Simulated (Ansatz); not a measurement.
Ideal-gas functions of C2H4BNS, SMILES `B1C=NCS1` at 800 K and 1 bar, from an Ansatz frequency run at PBE0-D4/def2-TZVP.

Molar mass 84.94 g/mol, point group Cs (symmetry number 1), electronic degeneracy 1, moments of inertia 63.866, 105.423, 166.146 u Å². Harmonic wavenumbers (cm⁻¹, unscaled): 266, 442, 522, 653, 728, 798, 827, 871, 884, 981, 1023, 1120, 1175, 1243, 1341, 1421, 1647, 2695, 3070, 3115, 3138.

Use S(trans) = R[1.5 ln M + 2.5 ln T − 1.1517]; rotational temperatures θ = 24.2544 K / I; S(rot) = R[ln(√π/σ · √(T³/θAθBθC)) + 1.5]; for each mode x = 1.438777 ν̃/T, S = R[x/(eˣ − 1) − ln(1 − e⁻ˣ)] and H = RT x/(eˣ − 1); 1 cm⁻¹ = 0.0119627 kJ/mol; R = 8.31446 J/(mol·K).

Question: By hand: the entropy, in J/(mol·K).

Answer: Translation 184.8. Rotation: θ = 0.3798, 0.2301, 0.146 K, giving 118.7. Vibration, mode by mode: 14.52, 10.44, 9.14, 7.44, 6.64, 5.99, 5.74, 5.38, 5.28, 4.59, 4.33, 3.77, 3.49, 3.17, 2.76, 2.46, 1.78, 0.38, 0.22, 0.20, 0.20, in all 97.9. Electronic 0.0. Sum 401.4 J/(mol·K).

Question: By hand: H − E and G − E in kJ/mol, counted from the electronic energy.

Answer: Zero-point energy ½ × 27960 × 0.0119627 = 167.2; thermal vibration 46.9; translation, rotation and pV give 4 RT = 26.6. H − E = 240.7 kJ/mol, and G − E = 240.7 − 800 × 401.4/1000 = -80.4 kJ/mol.

Vibration gives 24 % of the entropy.
